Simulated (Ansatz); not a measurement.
`B[NH][GeH3]` + `CC=N` → `C/C=[N]\[GeH3]` + `BN`  (ligand exchange at a Ge–N bond)

Gas-phase electronic energies from Ansatz, PBE0-D4/def2-TZVP geometries. CCSD(T)/CBS adds triple-zeta CCSD(T) − MP2 to the extrapolated MP2 energy (def2 sets, frozen cores). This one scheme is used for every species. For Ge outer-core shells are correlated without core-valence functions, which leaves a few kJ/mol of doubt a bond. Scalar relativity is left out up to krypton. One conformer a species, not always the lowest.

| species | CCSD(T)/CBS(def2) energy (Eh) |
| --- | --- |
| `B[NH][GeH3]` | -2159.24687 |
| `CC=N` | -133.79309 |
| `C/C=[N]\[GeH3]` | -2211.10204 |
| `BN` | -81.93499 |

Work out ΔE.

ΔE = (-2211.10204) + (-81.93499) − (-2159.24687) − (-133.79309) = 0.00293 Eh = +7.7 kJ/mol.

Largest T1 diagnostic among the species: 0.013.

In def2-TZVPP, CCSD(T) changes the Hartree–Fock value by −3.3 kJ/mol (the triples alone add −1.5 kJ/mol) and MP2 by −6.0 kJ/mol.
